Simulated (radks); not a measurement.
Q: All-electron atom: Ga16+ in [Ne] 3s2 3p2 5p1 (not the ground configuration). Calculated with a radial shooting solver on a logarithmic mesh with Libxc functionals: Dirac Kohn-Sham, BLYP, spin-unpolarised, spherical densities, finite nucleus; open shells fill j = l - 1/2 first; Fermi nuclear charge, rms radius 3.9973 fm. Some entries of the table are withheld. Estimate them.

| orbital | occ. | eigenvalue (hartree) | <r> (bohr) |
|---|---|---|---|
| 1s1/2 | 2 | -398.9276 | (1) |
| 2s1/2 | 2 | (2) | (3) |
| 2p1/2 | 2 | -63.60341 | 0.1861 |
| 2p3/2 | 4 | -62.56670 | 0.1894 |
| 3s1/2 | 2 | -23.76179 | 0.5531 |
| 3p1/2 | 2 | -22.07618 | 0.5404 |
| 3p3/2 | 0 | -21.85804 | 0.5459 |
| 5p1/2 | 1 | -6.64240 | (4) |
| 5p3/2 | 0 | -6.60682 | (5) |

A: 
(1) 1s1/2 <r> (bohr): 0.04859
(2) 2s1/2 eigenvalue (hartree): -68.75036
(3) 2s1/2 <r> (bohr): 0.2154
(4) 5p1/2 <r> (bohr): 1.820
(5) 5p3/2 <r> (bohr): 1.830
